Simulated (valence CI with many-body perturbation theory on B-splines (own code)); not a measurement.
# E1 transitions of Cr¹⁷⁺

Level of theory: configuration interaction combined with many-body perturbation theory (CI+MBPT): five valence electrons over a frozen Dirac-Fock core [He], radial functions for each j: 9 s, 9 p, 8 d, 6 f, 3 g, 1 h, with the one-electron correlation potential Σ1 (screened to all orders), the two-electron term Σ2, the three-electron term Σ3, Breit, model QED; selected single and double excitations, second order for the rest (own B-spline code, finite nucleus).

No measured spectrum was set against this ion. As an estimate, levels of excited configurations hold to 0.05 to 0.15 % of their energy, terms of the ground configuration to about 0.5 %. Among the levels kept, up to 2000 cm⁻¹ of a level comes from second order outside the variational space, and about a tenth of that is noise between levels of different J, which matters for small intervals.

Lines 201 to 250 of 273 in falling wavelength, among levels below 823.28 eV, chosen from the strongest by gf and those to the six lowest levels. Wavelengths and rates use the calculated energies, so an error of 600 cm⁻¹ moves a line at 15.98 Å by 0.0096 % and its rate by three times that or more. Electric multipoles are in the length gauge, E1 and E2 with the static RPA response of the core. Weak lines are less certain than strong ones. Lines between different terms over intervals too small for the method are left out, as are lines whose strength nearly cancels. Where a level lies close to another of its J and parity, the split of strength between their lines is uncertain. The highest levels of a list are the least certain.

Names give the largest LS component (configuration and term), which can be under half, so a name can repeat, a term be missing and a line seem to break the LS rules; names also repeat where a configuration has a term twice. Letters in brackets count levels of one name in rising energy.

```tsv
λ vac (Å)	Upper	Lower	A (s⁻¹)	S (a.u.)
15.98	2s2 2p2 3d 4D_3/2	2s2 2p3 2D°_5/2	1.41e+11	1.13e-03
15.97	2s2 2p2 3d 4D_7/2	2s2 2p3 2D°_5/2	5.33e+09	8.58e-05
15.96	2s2 2p2 3d 2F_5/2 [b]	2s2 2p3 2D°_5/2	3.66e+11	4.41e-03
15.96	2s2 2p2 3d 4D_1/2	2s2 2p3 2D°_3/2	1.37e+11	5.48e-04
15.96	2s2 2p2 3d 2F_5/2 [a]	2s2 2p3 2D°_3/2	2.37e+11	2.85e-03
15.95	2s2 2p2 3d 2D_3/2 [a]	2s2 2p3 2P°_1/2	5.96e+12	4.77e-02
15.93	2s 2p3 3p 6P_3/2	2s2 2p3 2P°_1/2	1.04e+10	8.26e-05
15.91	2s2 2p2 3d 2D_3/2 [b]	2s2 2p3 2P°_3/2	1.78e+11	1.41e-03
15.91	2s2 2p2 3d 4D_3/2	2s2 2p3 2D°_3/2	2.21e+12	1.76e-02
15.91	2s2 2p2 3d 2D_5/2 [b]	2s2 2p3 2P°_3/2	8.86e+11	1.06e-02
15.90	2s2 2p2 3d 2F_5/2 [b]	2s2 2p3 2D°_3/2	1.66e+12	1.98e-02
15.89	2s2 2p2 3d 4P_5/2	2s2 2p3 2D°_5/2	9.52e+11	1.13e-02
15.87	2s2 2p2 3d 4P_3/2	2s2 2p3 2D°_5/2	3.80e+11	3.00e-03
15.86	2s2 2p2 3d 2P_1/2 [b]	2s2 2p3 2P°_3/2	2.04e+10	8.01e-05
15.84	2s 2p3 3p 4P_5/2	2s2 2p3 2P°_3/2	2.62e+11	3.08e-03
15.83	2s2 2p2 3d 2F_7/2 [a]	2s2 2p3 2D°_5/2	3.61e+12	5.66e-02
15.83	2s 2p3 3p 4P_3/2	2s2 2p3 2P°_3/2	1.75e+10	1.37e-04
15.83	2s2 2p2 3d 4P_5/2	2s2 2p3 2D°_3/2	2.16e+10	2.53e-04
15.82	2s2 2p2 3d 2D_3/2 [b]	2s2 2p3 2P°_1/2	2.48e+12	1.94e-02
15.82	2s2 2p2 3d 2P_1/2 [a]	2s2 2p3 2D°_3/2	2.75e+10	1.07e-04
15.81	2s2 2p2 3d 2D_5/2 [c]	2s2 2p3 2P°_3/2	1.08e+13	1.26e-01
15.80	2s2 2p2 3d 2P_3/2 [b]	2s2 2p3 2P°_3/2	9.61e+12	7.48e-02
15.80	2s2 2p2 3d 2S_1/2	2s2 2p3 2P°_3/2	5.81e+12	2.26e-02
15.79	2s2 2p2 3d 4P_1/2	2s2 2p3 2D°_3/2	1.03e+10	4.00e-05
15.79	2s2 2p2 3d 4F_3/2	2s2 2p3 4S°_3/2	3.35e+11	2.60e-03
15.76	2s2 2p2 3d 2D_3/2 [a]	2s2 2p3 2D°_5/2	8.18e+11	6.32e-03
15.76	2s2 2p2 3d 2P_1/2 [b]	2s2 2p3 2P°_1/2	5.13e+12	1.98e-02
15.76	2s2 2p2 3d 2D_5/2 [a]	2s2 2p3 2D°_5/2	3.86e+12	4.47e-02
15.75	2s2 2p2 3d 4F_5/2	2s2 2p3 4S°_3/2	1.17e+12	1.35e-02
15.73	2s 2p3 3p 4P_1/2	2s2 2p3 2P°_1/2	1.15e+10	4.40e-05
15.70	2s2 2p2 3d 2P_3/2 [b]	2s2 2p3 2P°_1/2	9.92e+11	7.58e-03
15.70	2s2 2p2 3d 2D_3/2 [a]	2s2 2p3 2D°_3/2	1.33e+11	1.01e-03
15.70	2s2 2p2 3d 2S_1/2	2s2 2p3 2P°_1/2	9.19e+11	3.51e-03
15.70	2s2 2p2 3d 2D_5/2 [a]	2s2 2p3 2D°_3/2	9.99e+12	1.14e-01
15.70	2s 2p3 3p 6P_7/2	2s2 2p3 2D°_5/2	5.45e+11	8.31e-03
15.69	2s2 2p2 3d 2G_7/2	2s2 2p3 2D°_5/2	1.49e+12	2.27e-02
15.66	2s 2p3 3p 6P_5/2	2s2 2p3 2D°_3/2	8.79e+10	1.00e-03
15.66	2s2 2p2 3d 2P_3/2 [a]	2s2 2p3 4S°_3/2	1.19e+12	9.03e-03
15.65	2s2 2p2 3d 4D_1/2	2s2 2p3 4S°_3/2	4.22e+11	1.59e-03
15.64	2s2 2p2 3d 2F_5/2 [a]	2s2 2p3 4S°_3/2	2.24e+12	2.54e-02
15.63	2s2 2p2 3d 2D_3/2 [b]	2s2 2p3 2D°_5/2	1.68e+12	1.26e-02
15.62	2s2 2p2 3d 2D_5/2 [b]	2s2 2p3 2D°_5/2	7.16e+12	8.08e-02
15.60	2s2 2p2 3d 4D_3/2	2s2 2p3 4S°_3/2	5.36e+11	4.01e-03
15.59	2s2 2p2 3d 2F_5/2 [b]	2s2 2p3 4S°_3/2	2.96e+12	3.32e-02
15.58	2s2 2p2 3d 2F_7/2 [b]	2s2 2p3 2D°_5/2	1.80e+13	2.69e-01
15.57	2s2 2p2 3d 2D_3/2 [b]	2s2 2p3 2D°_3/2	7.83e+12	5.83e-02
15.56	2s2 2p2 3d 2D_5/2 [b]	2s2 2p3 2D°_3/2	6.81e+12	7.60e-02
15.56	2s 2p3 3p 4P_5/2	2s2 2p3 2D°_5/2	3.40e+09	3.79e-05
15.53	2s2 2p2 3d 2D_5/2 [c]	2s2 2p3 2D°_5/2	1.50e+11	1.66e-03
15.52	2s2 2p2 3d 4P_5/2	2s2 2p3 4S°_3/2	9.74e+12	1.08e-01
```
